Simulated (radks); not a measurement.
Values are calculated unless marked as measured or tabulated.
Problem. Mean orbital radii <r> (bohr) of the holmium ion Ho10+, [Kr] 4d10 4f9 5s2, of relativity; Dirac values are averaged over j with weights 2j + 1. Spin-unpolarised spherical Kohn-Sham, PBE, point nucleus unless stated (finite: rms radius 5.2022 fm), a radial shooting solver on a logarithmic mesh with Libxc functionals. A level marked "c x" has the speed of light scaled by that factor and shares open shells by 2j + 1; other Dirac levels either fill j = l - 1/2 first or share by 2j + 1.

shell       non-rel.
2s           0.09610
2p           0.08143
3s            0.2467
3p            0.2365
3d            0.2090
4s            0.5531
4p            0.5639
4d            0.5892
5s             1.203
4f            0.6731
5p (empty)     1.278
6s (empty)     2.167

Give the values at the level "Dirac, c x 1.25".

Solution. 
shell       Dirac, c x 1.25  change of magnitude (%)
2s                  0.09071                    -5.60
2p                  0.07905                    -2.91
3s                   0.2358                    -4.40
3p                   0.2312                    -2.24
3d                   0.2082                    -0.37
4s                   0.5306                    -4.07
4p                   0.5528                    -1.95
4d                   0.5888                    -0.07
5s                    1.162                    -3.42
4f                   0.6824                    +1.38
5p (empty)            1.258                    -1.51
6s (empty)            2.113                    -2.50
